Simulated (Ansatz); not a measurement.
H$_{3}$Cl$_{2}$InOSi (SMILES [SiH3][O][In]([Cl])[Cl]), singlet, at a GFN2-xTB geometry (such geometries of metal compounds can be far from the true shape) (core potentials on In).

Here is a job for Ansatz (an electronic-structure program).
Ansatz 0.2 input:
```yaml
crystal:
  periodic: [false, false, false]
  atoms:
    - {symbol: In, position_ang: [0.13750211, -0.04280706, 0.34225381]}
    - {symbol: Cl, position_ang: [0.08154373, -1.44908453, 2.13803611]}
    - {symbol: Cl, position_ang: [1.36478533, 1.87768206, 0.11572253]}
    - {symbol: O, position_ang: [-1.03339713, -0.58947375, -1.13719568]}
    - {symbol: Si, position_ang: [-1.33863966, -0.04925883, -2.63439857]}
    - {symbol: H, position_ang: [-1.82771913, 1.33796082, -2.59407616]}
    - {symbol: H, position_ang: [-2.36701312, -1.00341413, -3.05116859]}
    - {symbol: H, position_ang: [-0.12233310, -0.11774478, -3.45994290]}
basis:
  gaussian:
    orbitals: def2-SV_P_.json
hamiltonian:
  xc: pbe0
```
The basis file holds def2-SV(P) in the JSON format of the Basis Set Exchange.

**Question.** Give the total energy at the level PBE0/def2-SV(P) in Ansatz.

**Answer.** -1476.2344 Eh

**Question.** What number of basis functions does PBE0/def2-SV(P) give?

**Answer.** 100
